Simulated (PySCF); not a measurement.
# Computed records: B2GeH3N

All values are calculated (PySCF 2.14.0). Calculation on a computer-drawn molecule: the log of a Hartree-Fock and frozen-core CCSD(T) single point meant for a local Hartree-Fock minimum, with one planted fault or none, to be diagnosed. Offsets are logged minus clean, where the clean run is the same molecule without the fault. The reference is restricted for singlets and unrestricted otherwise, and also for a bond in bohr or an excited solution. Adding or removing an electron swaps singlet and doublet. The excited solution moves the top pair (singlet) or top alpha electron (doublet) to the lowest empty orbital. Highest occupied and lowest empty are orbital energies over both spins, largest force is the largest gradient component, triples share is (T) over the correlation energy, the T1 limit is 0.02 restricted and 0.045 unrestricted, electrons count all cores, a negative frequency is imaginary (commonest isotopes), and the dipole is about the centre of nuclear charge; on germanium a core potential holds 10 electrons, which the energies leave out, and 3d is frozen in MP2 and coupled-cluster steps.

Entry: B2GeH3N

Logged structure:
```xyz
7
B2GeH3N
B     -1.8484     0.2283     2.8672
N     -1.4279    -0.1111     1.4650
B     -1.0663    -0.4041     0.2093
Ge    -0.3407    -0.9804    -1.8516
H     -2.6824    -0.5295     3.4909
H     -1.3743     1.2762     3.4469
H     -1.5803    -0.1023    -2.5941
```

- meant charge: 0
- meant multiplicity: 1
- meant basis: cc-pVDZ
- meant basis and core potential on germanium: cc-pVDZ-PP ECP10MDF
- logged electrons: 52
- logged basis functions: 80
- logged SCF converged: yes
- logged spin squared: 0
- logged highest occupied: -9.9407 eV
- logged lowest empty: -0.65401 eV
- logged largest force: 0.087394 hartree/bohr
- logged T1 diagnostic: 0.02092
- logged D1 diagnostic: 0.062111
- logged triples share: 0.041236
- logged CC converged: yes
- logged dipole magnitude: 3.2102 debye
- logged SCF stable within its kind: yes
- logged energy HF: -398.91782 hartree
- logged energy CCSD(T): -399.3793 hartree
- possible faults: no fault, one electron removed, one electron added, multiplicity raised by two, geometry at a saddle point, SCF held on an excited solution, minimal basis STO-3G, one bond length entered in bohr, all coordinates scaled
- planted fault: ?

Drawn bonds:
| atom | other atom | order |
| --- | --- | --- |
| 1 | 2 | 1 |
| 2 | 3 | 2 |
| 3 | 4 | 1 |
| 1 | 5 | 1 |
| 1 | 6 | 1 |
| 4 | 7 | 1 |

Notes: T1 above single-reference limit.

Question: Give the missing planted fault for B2GeH3N.
Answer: all coordinates scaled, by +7.1 %

Further results for B2GeH3N:

- HF energy offset from clean run: 19.32 kcal/mol
- CCSD(T) energy offset from clean run: 10.97 kcal/mol
